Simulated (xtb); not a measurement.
HNaO, charge -1, doublet, from a rough starting geometry (GFN-xTB shapes and energies of metal compounds can be far from the true ones) (a state made from the parent by changing its charge; the spin is typed, not shown lowest); GFN2-xTB (xtb).

Here is a job for xtb.
```
$ xtb mol.xyz --gfn 2 --chrg -1 --uhf 1 --opt vtight --json

# file mol.xyz
3

Na    -1.06164296    -0.69459363    -0.83845198
O      0.25384947    -0.03653131     0.24455747
H      0.76433795     0.73246585     0.65704573
```

**Question.** Write the output that xtb gives for this input, abridged.

**Answer.** 
```
   ID    Z sym.   atoms
    1   11 Na     1
    2    8 O      2
    3    1 H      3

           -------------------------------------------------
          |                Calculation Setup                |
           -------------------------------------------------

           -------------------------------------------------
          |                 G F N 2 - x T B                 |
           -------------------------------------------------

          ...................................................
          :                      SETUP                      :
          :.................................................:
          :  # basis functions                   9          :
          :  # atomic orbitals                   9          :
          :  # shells                            5          :
          :  # electrons                         9          :
          :  max. iterations                   250          :
          :  Hamiltonian                  GFN2-xTB          :
          :  restarted?                      false          :
          :  GBSA solvation                  false          :
          :  PC potential                    false          :
          :  electronic temp.          300.0000000     K    :
          :  accuracy                    1.0000000          :
          :  -> integral cutoff          0.2500000E+02      :
          :  -> integral neglect         0.1000000E-07      :
          :  -> SCF convergence          0.1000000E-05 Eh   :
          :  -> wf. convergence          0.1000000E-03 e    :
          :  Broyden damping             0.4000000          :
          :  net charge                         -1          :
          :  unpaired electrons                  1          :
          ...................................................

 iter      E             dE          RMSdq      gap      omega  full diag
   1     -4.3377205 -0.433772E+01  0.254E+01    2.60       0.0  T
   2     -4.8633324 -0.525612E+00  0.105E+01    2.52       1.0  T
   3     -4.8753567 -0.120243E-01  0.678E+00    2.53       1.0  T
   4     -4.8808175 -0.546081E-02  0.113E+00    2.59       1.0  T
   5     -4.8814867 -0.669213E-03  0.921E-01    2.59       1.0  T
   6     -4.8815864 -0.997344E-04  0.180E-01    2.60       1.0  T
   7     -4.8815878 -0.144020E-05  0.469E-02    2.60       1.2  T
   8     -4.8815879 -0.576878E-07  0.192E-02    2.60       3.0  T
   9     -4.8815880 -0.451727E-07  0.742E-04    2.60      77.8  T
[...]
 * total energy  :    -4.8782366 Eh     change       -0.1454819E-02 Eh
 * total energy  :    -4.8786777 Eh     change       -0.4410995E-03 Eh
 * total energy  :    -4.8790497 Eh     change       -0.3719919E-03 Eh
 * total energy  :    -4.8791148 Eh     change       -0.6512270E-04 Eh
 * total energy  :    -4.8791427 Eh     change       -0.2788937E-04 Eh
 * total energy  :    -4.8791481 Eh     change       -0.5414014E-05 Eh
 * total energy  :    -4.8791984 Eh     change       -0.5031178E-04 Eh
 * total energy  :    -4.8792466 Eh     change       -0.4816804E-04 Eh
 * total energy  :    -4.8792663 Eh     change       -0.1973764E-04 Eh
 * total energy  :    -4.8792692 Eh     change       -0.2888856E-05 Eh
 * total energy  :    -4.8792697 Eh     change       -0.4663339E-06 Eh
 * total energy  :    -4.8792698 Eh     change       -0.8221747E-07 Eh
   *** GEOMETRY OPTIMIZATION CONVERGED AFTER 16 ITERATIONS ***
         :: total energy              -4.879269752752 Eh    ::
[...]
         5        1.0000            0.0291030               0.7919 (HOMO)
         6                          0.1267921               3.4502 (LUMO)
         7                          0.1267921               3.4502
         8                          0.2674566               7.2779
         9                          0.5155427              14.0286
      -------------------------------------------------------------
                  HL-Gap            0.0976892 Eh            2.6583 eV
             Fermi-level            0.0296019 Eh            0.8055 eV

     #   Z          covCN         q      C6AA      α(0)
     1  11 Na       0.442    -0.125   586.696    95.812
     2   8 O        1.247    -0.931    35.382     7.992
     3   1 H        0.805     0.055     2.294     2.379

 Mol. C6AA /au·bohr⁶  :        864.206375
 Mol. C8AA /au·bohr⁸  :      88165.889878
 Mol. α(0) /au        :        106.183558

Wiberg/Mayer (AO) data.
largest (>0.10) Wiberg bond orders for each atom

 ---------------------------------------------------------------------------
     #   Z sym  total        # sym  WBO       # sym  WBO       # sym  WBO
 ---------------------------------------------------------------------------
     1  11 Na   0.249 --     2 O    0.248
     2   8 O    1.244 --     3 H    0.996     1 Na   0.248
     3   1 H    0.997 --     2 O    0.996
 ---------------------------------------------------------------------------

Topologies differ in total number of bonds
Writing topology from bond orders to xtbtopo.mol

molecular dipole:
                 x           y           z       tot (Debye)
 q only:       -0.183      -0.153      -0.212
   full:        0.838       0.587       0.625       3.048
molecular quadrupole (traceless):
                xx          xy          yy          xz          yz          zz
 q only:       -0.420      -1.181       0.342      -1.347      -0.982       0.078
  q+dip:       -2.176      -5.716       1.630      -6.422      -4.632       0.546
   full:       -2.248      -5.911       1.686      -6.642      -4.792       0.562

optimized geometry written to: xtbopt.xyz

           -------------------------------------------------
          | TOTAL ENERGY               -4.879269752752 Eh   |
          | GRADIENT NORM               0.000072941222 Eh/α |
          | HOMO-LUMO GAP               2.658257326554 eV   |
           -------------------------------------------------

normal termination of xtb
```
